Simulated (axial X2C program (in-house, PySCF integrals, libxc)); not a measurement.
Which molecule has these constants?

All values come from calculations with an axial X2C code built on PySCF integrals, spin-free (one-electron X2C) or two-component (2c: spin–orbit coupling with atomic mean-field Coulomb and Gaunt terms, which also bring small scalar terms), in Dyall basis sets with cores contracted in-house; open shells are unrestricted.

A two-component PBE0 calculation in a Dyall 3-zeta basis gave Re = 1.722 Å, ωe = 1555.0 cm⁻¹, De = 1.84 eV, dipole magnitude 1.14 D, Ω = 3.

**Question.** Which molecule is it?
A. AsH
B. KH
C. MnH
D. CrH
E. GeH

**Answer.** C. The others have CrH 1.653 Å and 1658.5 cm⁻¹ (Ω = 5/2); AsH 1.529 Å and 2158.3 cm⁻¹ (Ω = 1); KH 2.235 Å and 985.4 cm⁻¹ (Ω = 0); GeH 1.597 Å and 1882.8 cm⁻¹ (Ω = 1/2).

Each entry is the lowest single determinant of a limited PBE0 search at one distance. De goes to single-determinant-based atoms at the same level (for ions the charge split of lowest energy) and is withheld (n/a) where an atom does not fit its ground term or J level. Main or longest-lived isotopes. One determinant is a doubtful description, or other states lie close, for MnH, CrH, AsH; these need not be ground states, and all values refer to the states named. Some open-shell Ω = 0 determinants are out of reach, so the Ω given for MnH, AsH need not be the lowest component. With several unpaired electrons the Ω given is that of one determinant, not necessarily of the lowest component. The functionals have no current term, which raises determinants with orbital currents.
